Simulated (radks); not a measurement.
Task: The mean radii <r> (bohr) of the occupied orbitals of an atom or ion are listed with their occupations. Method: non-relativistic Kohn-Sham, exchange-only PBE, spin-polarised, spherical densities, point nucleus; computed with a radial shooting solver on a logarithmic mesh with Libxc functionals.

| orbital | occ. | <r> |
|---|---|---|
| 1s up | 1 | 0.5839 |
| 1s down | 1 | 0.5827 |
| 2s up | 1 | 3.853 |

Name the element and its charge. Open shells, if any, are filled with parallel spins first.

Result: Z = 3, lithium, charge 0: Li in [He] 2s1. The 1s radius gives Z: for a bare nucleus <r> = 1.5/Z, 0.5 bohr for Z = 3, and screening makes it slightly larger (0.5839 here). The occupations add up to 3, and the charge is Z minus that.
